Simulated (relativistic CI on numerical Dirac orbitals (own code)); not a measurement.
## Pd⁴⁺: L2,3 absorption edge

Computed with this model: Dirac-Coulomb-Breit CI, separate exchange-only KLI orbitals for each configuration, QED by a radiative potential, valence Slater integrals scaled by 0.8, multiplet model of core-to-valence dipole absorption; configurations [Kr] 4d6 → [He] 2s2 2p5 3s2 3p6 3d10 4s2 4p6 4d7; 300 K; Lorentzian 1.6 eV and Gaussian 0.5 eV FWHM. Energies are those of the free ion, without screening or charge transfer. The branching ratio is the share of the lower-energy edge in the whole absorption, uncertain by about 0.02 where the edges overlap. S is read from ⟨S²⟩ = S(S + 1).

Field parameters in Wybourne normalisation: D4h B²₀ = −7Ds, B⁴₀ = 21(Dq − Dt), B⁴₄ = 21√(5/14) Dq. The field is a parameter set, without covalency.

Peaks in eV (height, largest 100): 3180.0 (100), 3337.2 (30).

**Question.** Which surroundings give this spectrum?
A. D4h, 10Dq = 25400, Ds = 2360, Dt = 190 cm⁻¹
B. free ion
C. D4h, 10Dq = 25400, Ds = 3000, Dt = 190 cm⁻¹
D. D4h, 10Dq = 25400, Ds = -1500, Dt = 190 cm⁻¹

**Answer.** B. free ion, where the ground state has S = 1.98.
